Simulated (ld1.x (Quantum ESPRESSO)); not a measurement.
# Al (Z = 13): ultrasoft pseudisation with PBE, scalar-relativistic reference atom.

Input for ld1.x (Quantum ESPRESSO) 7.5:

```
&input
   title='Al', zed=13., rel=1, dft='PBE', iswitch=3,
   config='[Ne] 3s1 3p2',
   nld=2, rlderiv=2.55, eminld=-3.0, emaxld=5.0, deld=0.02
 /
 &inputp
   pseudotype=3, tm=.true., lloc=-1, rcloc=2.15,
   nlcc=.false.,
   which_augfun='PSQ', rmatch_augfun=1.35,
   file_pseudopw='Al.UPF', file_wfcaegen='ae.wfc', file_wfcncgen='nc.wfc', file_beta='beta', file_chi='chi', file_wfcusgen='us.wfc'
 /
4
3S  1  0   1.00   0.00  2.15  2.35  0.0
3S  1  0   0.00   0.05  2.15  2.35  0.0
3P  2  1   2.00   0.00  1.45  1.90  0.0
3P  2  1   0.00   1.05  1.45  1.90  0.0
 &test
   configts(1)='3s1 3p2'
 /
```

Command:

```bash
ld1.x < Al.in > Al.out
```

The program printed (shortened: banner, matrices, multipoles, cross overlaps and the repeated all-electron block are left out):

```
Program LD1 v.7.5
     --------------------------- All-electron run ----------------------------

     Al
     scalar relativistic calculation

     atomic number is 13.00
     dft =PBE   lsd =0 sic =0 latt =0  beta=0.20 tr2=1.0E-14
     Exchange-correlation= PBE
                           (   1   4   3   4   0   0   0)
     mesh =1135 r(mesh) = 100.48924 a.u. xmin = -7.00 dx = 0.01250
     1 Ry =  13.60569312 eV, c = 137.03599908

     n l     nl                  e(Ry)          e(Ha)          e(eV)
     1 0     1S 1( 2.00)      -111.2046       -55.6023     -1513.0157
     2 0     2S 1( 2.00)        -8.0837        -4.0418      -109.9838
     2 1     2P 1( 6.00)        -5.2515        -2.6258       -71.4505
     3 0     3S 1( 1.00)        -0.6302        -0.3151        -8.5738
     3 1     3P 1( 2.00)        -0.2457        -0.1229        -3.3431

     final scf error:  8.9E-15 reached in  24 iterations

     Etot =    -484.992719 Ry,    -242.496359 Ha,   -6598.662099 eV

     Ekin =     485.876373 Ry,     242.938186 Ha,    6610.684826 eV
     Encl =   -1158.552028 Ry,    -579.276014 Ha,  -15762.903357 eV
     Eh   =     224.449710 Ry,     112.224855 Ha,    3053.793875 eV
     Exc  =     -36.766774 Ry,     -18.383387 Ha,    -500.237443 eV

     normalization and overlap integrals

     s(1S/1S) =  1.000000  <r> =   0.1202  <r2> =    0.0195  r(max) =   0.0779
     s(2S/2S) =  1.000000  <r> =   0.6257  <r2> =    0.4695  r(max) =   0.4954
     s(2P/2P) =  1.000000  <r> =   0.6028  <r2> =    0.4618  r(max) =   0.4264
     s(3S/3S) =  1.000000  <r> =   2.4959  <r2> =    7.2581  r(max) =   2.0597
     s(3P/3P) =  1.000000  <r> =   3.2851  <r2> =   12.9126  r(max) =   2.5794

     ------------------------ End of All-electron run ------------------------

     --------------------- Generating US pseudopotential ---------------------

      Generating local potential from pseudized AE potential:
      Matching radius rcloc =   2.1500

      Local pseudo, rcloc= 2.138 Estimated cut-off energy=     5.17 Ry
      Wfc-us  3S rcutus= 2.363  Estimated cut-off energy=     8.27 Ry
      Wfc-us  3S rcutus= 2.363  Estimated cut-off energy=     9.87 Ry
      Wfc-us  3P rcutus= 1.887  Estimated cut-off energy=    20.01 Ry
      Wfc-us  3P rcutus= 1.887  Estimated cut-off energy=    21.95 Ry

     Q pseudized with Bessel functions
     Expected ecutrho=     139.3074 due to l1=  1   l2=  1

     ------------------- End of pseudopotential generation -------------------

     Computing logarithmic derivative in   2.56336
     Computing logarithmic derivative in   2.56336
     Computing the partial wave expansion
     R is outside the sphere for l=    0 j= 0.00
     R is outside the sphere for l=    0 j= 0.00
     R is outside the sphere for l=    1 j= 0.00
     R is outside the sphere for l=    1 j= 0.00

     ---------------------- Testing the pseudopotential ----------------------

     Al
     scalar relativistic calculation

     atomic number is 13.00   valence charge is  3.00
     dft =PBE   lsd =0 sic =0 latt =0  beta=0.20 tr2=1.0E-14
     mesh =1135 r(mesh) = 100.48924 xmin = -7.00 dx = 0.01250

     n l     nl             e AE (Ry)        e PS (Ry)    De AE-PS (Ry)
     1 0     3S   1( 1.00)       -0.63016       -0.63016        0.00000
     2 1     3P   1( 2.00)       -0.24571       -0.24571       -0.00000

     eps = 1.5E-15  iter =  3

     Etot =    -484.992719 Ry,    -242.496359 Ha,   -6598.662099 eV
     Etotps =    -3.502499 Ry,      -1.751250 Ha,     -47.653930 eV

     Ekin =       1.508992 Ry,       0.754496 Ha,      20.530886 eV
     Encl =      -7.099202 Ry,      -3.549601 Ha,     -96.589565 eV
     Ehrt =       2.711536 Ry,       1.355768 Ha,      36.892322 eV
     Ecxc =      -1.146253 Ry,      -0.573127 Ha,     -15.595571 eV
     Epseu=       0.522428 Ry,       0.261214 Ha,       7.107997 eV

     ---------------------- End of pseudopotential test ----------------------
```

Generation and configuration tests took about 2.4 s on one core of a shared server CPU.

Transferability test of the new file with ld1.x, input:

```
&input
   title='Al', zed=13., rel=1, dft='PBE', iswitch=2,
   config='[Ne] 3s1 3p2'
 /
 &test
   file_pseudo='Al.UPF', nconf=8,
   configts(1)='3s1 3p2',
   configts(2)='3s2 3p1',
   configts(3)='3s2 3p0',
   configts(4)='3s1 3p0',
   configts(5)='3s1 3p1',
   configts(6)='3s0 3p3',
   configts(7)='3s2 3p1.3',
   configts(8)='3s2 3p0.5'
 /
```

```bash
ld1.x < Al.test.in > Al.test.out
```

Pseudopotential blocks of its output, shortened (energy terms left out):

```
     ---------------------- Testing the pseudopotential ----------------------

     n l     nl             e AE (Ry)        e PS (Ry)    De AE-PS (Ry)
     1 0     3S   1( 1.00)       -0.63016       -0.63016        0.00000
     2 1     3P   1( 2.00)       -0.24571       -0.24571       -0.00000

     eps = 1.5E-15  iter =  3

     Etot =    -484.992719 Ry,    -242.496359 Ha,   -6598.662099 eV
     Etotps =    -3.502499 Ry,      -1.751250 Ha,     -47.653930 eV

     ---------------------- End of pseudopotential test ----------------------

          ---------------------- Testing the pseudopotential ----------------------

     n l     nl             e AE (Ry)        e PS (Ry)    De AE-PS (Ry)
     1 0     3S   1( 2.00)       -0.56982       -0.57082        0.00100
     2 1     3P   1( 1.00)       -0.19934       -0.19911       -0.00023

     eps = 6.2E-15  iter = 20

     Etot =    -485.370441 Ry,    -242.685221 Ha,   -6603.801276 eV
     Etotps =    -3.880902 Ry,      -1.940451 Ha,     -52.802363 eV
     dEtot_ae =      -0.377723 Ry
     dEtot_ps =      -0.378403 Ry,   Delta E=       0.000680 Ry

     ---------------------- End of pseudopotential test ----------------------

          ---------------------- Testing the pseudopotential ----------------------

     n l     nl             e AE (Ry)        e PS (Ry)    De AE-PS (Ry)
     1 0     3S   1( 2.00)       -1.08854       -1.09093        0.00240
     2 1     3P   1( 0.00)       -0.66543       -0.66613        0.00070

     eps = 3.6E-15  iter = 26

     Etot =    -484.946999 Ry,    -242.473499 Ha,   -6598.040044 eV
     Etotps =    -3.457403 Ry,      -1.728701 Ha,     -47.040358 eV
     dEtot_ae =       0.045720 Ry
     dEtot_ps =       0.045097 Ry,   Delta E=       0.000624 Ry

     ---------------------- End of pseudopotential test ----------------------

          ---------------------- Testing the pseudopotential ----------------------

     n l     nl             e AE (Ry)        e PS (Ry)    De AE-PS (Ry)
     1 0     3S   1( 1.00)       -1.74543       -1.74266       -0.00278
     2 1     3P   1( 0.00)       -1.26440       -1.26386       -0.00054

     eps = 7.1E-15  iter = 20

     Etot =    -483.533964 Ry,    -241.766982 Ha,   -6578.814725 eV
     Etotps =    -2.042924 Ry,      -1.021462 Ha,     -27.795391 eV
     dEtot_ae =       1.458755 Ry
     dEtot_ps =       1.459576 Ry,   Delta E=      -0.000821 Ry

     ---------------------- End of pseudopotential test ----------------------

          ---------------------- Testing the pseudopotential ----------------------

     n l     nl             e AE (Ry)        e PS (Ry)    De AE-PS (Ry)
     1 0     3S   1( 1.00)       -1.14736       -1.14755        0.00019
     2 1     3P   1( 1.00)       -0.71655       -0.71707        0.00052

     eps = 6.8E-15  iter = 13

     Etot =    -484.519974 Ry,    -242.259987 Ha,   -6592.230085 eV
     Etotps =    -3.029523 Ry,      -1.514761 Ha,     -41.218756 eV
     dEtot_ae =       0.472744 Ry
     dEtot_ps =       0.472977 Ry,   Delta E=      -0.000232 Ry

     ---------------------- End of pseudopotential test ----------------------

          ---------------------- Testing the pseudopotential ----------------------

     n l     nl             e AE (Ry)        e PS (Ry)    De AE-PS (Ry)
     1 0     3S   1( 0.00)       -0.68211       -0.67963       -0.00248
     2 1     3P   1( 3.00)       -0.28605       -0.28581       -0.00024

     eps = 6.4E-15  iter = 12

     Etot =    -484.602331 Ry,    -242.301166 Ha,   -6593.350606 eV
     Etotps =    -3.113157 Ry,      -1.556578 Ha,     -42.356655 eV
     dEtot_ae =       0.390388 Ry
     dEtot_ps =       0.389343 Ry,   Delta E=       0.001045 Ry

     ---------------------- End of pseudopotential test ----------------------

          ---------------------- Testing the pseudopotential ----------------------

     n l     nl             e AE (Ry)        e PS (Ry)    De AE-PS (Ry)
     1 0     3S   1( 2.00)       -0.44077       -0.44164        0.00087
     2 1     3P   1( 1.30)       -0.08482       -0.08457       -0.00025

     eps = 6.6E-15  iter = 17

     Etot =    -485.412675 Ry,    -242.706338 Ha,   -6604.375895 eV
     Etotps =    -3.923109 Ry,      -1.961554 Ha,     -53.376612 eV
     dEtot_ae =      -0.419956 Ry
     dEtot_ps =      -0.420609 Ry,   Delta E=       0.000653 Ry

     ---------------------- End of pseudopotential test ----------------------

          ---------------------- Testing the pseudopotential ----------------------

     n l     nl             e AE (Ry)        e PS (Ry)    De AE-PS (Ry)
     1 0     3S   1( 2.00)       -0.81538       -0.81689        0.00151
     2 1     3P   1( 0.50)       -0.41902       -0.41907        0.00005

     eps = 9.1E-15  iter = 38

     Etot =    -485.217152 Ry,    -242.608576 Ha,   -6601.715673 eV
     Etotps =    -3.727614 Ry,      -1.863807 Ha,     -50.716777 eV
     dEtot_ae =      -0.224434 Ry
     dEtot_ps =      -0.225115 Ry,   Delta E=       0.000682 Ry

     ---------------------- End of pseudopotential test ----------------------
```
